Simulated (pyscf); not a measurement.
# H₂N–GeH₃, singlet

Gas-phase minimum from PySCF at ωB97X-D3(BJ)/def2-SVP, one conformer. 

SMILES: [NH2][GeH3]
```xyz
7

N      0.5843     0.5610    -0.5513
Ge    -1.0458     0.4895    -1.3988
H      0.5416     0.8271     0.4296
H      1.2767     1.1473    -1.0115
H     -1.7882     1.8445    -1.4779
H     -0.7923    -0.0153    -2.8272
H     -1.9192    -0.5039    -0.6177
```
Charge 0, spin multiplicity 1.

Bond lengths (Å): N1–Ge2 1.839, N1–H3 1.017, N1–H4 1.017, Ge2–H5 1.547, Ge2–H6 1.536, Ge2–H7 1.536. Angles (°): Ge2–N1–H3 114.7, Ge2–N1–H4 114.7, H3–N1–H4 108.3, N1–Ge2–H5 114.5, N1–Ge2–H6 107.2, N1–Ge2–H7 107.2, H5–Ge2–H6 108.6, H5–Ge2–H7 108.6, H6–Ge2–H7 110.7.

Properties at ωB97X-D3(BJ)/def2-SVP:

| Quantity | Result |
|---|---|
| Harmonic wavenumbers, unscaled | 179, 519, 593, 658, 717, 875, 910, 914, 940, 1567, 2135, 2194, 2197, 3583, 3675 cm⁻¹ |
| Zero-point energy | 31.0 kcal/mol |
| Rotational symmetry number | 1 |
| Entropy of this conformer at 298 K and 1 atm, rigid rotor and harmonic oscillator, modes under 100 cm⁻¹ raised to 100 | 274.7 J/(mol K) |
| Dipole moment | 1.20 D |

Single-point totals, which compare only within one level (frozen core for MP2 and CC):

```tsv
level	total energy (hartree)
ωB97X-D3(BJ)/def2-TZVP	-2134.76533
PBE/def2-TZVP	-2134.38859
r²SCAN/def2-TZVP	-2134.73893
B3LYP-D3(BJ)/def2-TZVP	-2134.84232
PBE0-D3(BJ)/def2-TZVP	-2134.45457
M06-2X/def2-TZVP	-2134.75341
ωB97M-D3(BJ)/def2-TZVP	-2134.81464
HF/def2-TZVPP	-2132.75307
MP2/def2-TZVPP	-2133.24177
CCSD/def2-TZVPP	-2133.26297
CCSD(T)/def2-TZVPP	-2133.28030
```

Soft torsions are taken as harmonic, which can shift the entropy by several J/(mol K). The CCSD(T) − MP2 part came from Ansatz, without density fitting, on the same reference. The frozen core leaves the outer d or s,p core shells of the metals and heavy elements correlated in the MP2 and CC values, and def2-TZVPP describes them poorly, so these totals are far from the basis limit. Elements up to Kr have no core potential and no relativistic terms here.
